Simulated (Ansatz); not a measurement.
Total energies of `F[Si@H]1C[Si@@H]1[SeH]`.

```xyz
10

F     0.9722   -0.1330    2.6368
Si    0.0448    0.1913    1.3762
C     0.8595    0.7791   -0.2031
Si    0.0438   -0.9141   -0.5700
Se   -1.6908   -1.1103   -2.0242
H    -1.1231    0.9787    1.8333
H     0.4853    1.6974   -0.6541
H     1.9477    0.7309   -0.2715
H     1.0280   -1.9694   -0.9054
H    -2.5674   -0.2506   -1.2180
```

Total charge 0; spin multiplicity 1. Correlated methods include outer-core shells of Se, which these sets cover unevenly. Scalar relativity is left out up to krypton. The structure was optimised at the PBE0-D4/def2-TZVP level. It is one conformer, not always the lowest. Basis def2-TZVPP, Ansatz 0.2.0.

RPA on PBE orbitals: Hartree–Fock energy of these orbitals -3117.98404 Eh, correlation -1.50367 Eh (frozen core).

| functional | energy without D4 (Eh) | D4 term (kJ/mol) |
| --- | --- | --- |
| LDA (SPW92) | -3114.87779 | – |
| PBE | -3120.82137 | -26.9 |
| revPBE | -3121.26384 | -69.9 |
| BLYP | -3121.62537 | -57.5 |
| r2SCAN | -3121.50560 | -6.4 |
| B97M-V | -3121.01449 | – |
| PBE0 | -3120.96096 | -23.1 |
| B3LYP | -3121.70723 | -43.9 |
| r2SCANh | -3121.49188 | -6.9 |
| r2SCAN0 | -3121.47284 | -7.8 |
| HSE06 (plane-wave form) | -3120.94442 | -21.8 |
| BHLYP | -3121.55307 | -37.7 |
| CAM-B3LYP | -3121.71587 | -24.0 |
| LC-ωPBE | -3121.03690 | – |
| ωB97X-V | -3121.27255 | – |
| ωB97M-V | -3121.40573 | – |
| B2PLYP | -3120.91836 | – |
| PBE-QIDH | -3120.45513 | – |

B3LYP takes the VWN-RPA correlation (the form of Gaussian; ORCA's B3LYP/G). HSE06 is the plane-wave form, built on full-range PBE exchange. The double hybrids freeze the cores in their second-order part.

LC-ωPBE has ω = 0.4 bohr⁻¹.
